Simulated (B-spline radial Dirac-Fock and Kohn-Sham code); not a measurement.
# Pb 3p1/2: cross section and angular parameters

System: atomic lead, [Xe] 4f14 5d10 6s2 6p2; threshold 3554.0 eV (tabulated edge). Calculated with a radial finite-basis atomic code, using Dirac-Hartree-Slater photoionisation with a Latter tail; cross sections with all multipoles, angular parameters from the dipole term and its interference with E2.

For linearly polarised light dσ/dΩ = σ/(4π) [1 + β P₂(cos θ) + (δ + γ cos²θ) sin θ cos φ], with θ from the polarisation vector and φ the angle between the beam and the projection of the electron momentum on the plane normal to the polarisation.

| hν (eV) | σ (kb) | β | γ | δ |
| --- | --- | --- | --- | --- |
| 3670 | 30.6 | 0.569 | 0.091 | 0.296 |
| 7140 | 11.3 | 1.582 | 0.002 | -0.001 |
| 7940 | 9.28 | 1.591 | 0.038 | -0.001 |
| 8047.8 | 9.04 | 1.591 | 0.046 | 0.000 |
| 12300 | 3.81 | 1.567 | 0.496 | 0.010 |
| 12500 | ? | ? | ? | ? |
| 13000 | 3.38 | 1.560 | 0.579 | 0.013 |
| 13800 | 2.96 | 1.550 | 0.673 | 0.016 |

Q: Give the values at 12500 eV.

A: σ = 3.68 kb, β = 1.565, γ = 0.520, δ = 0.011.
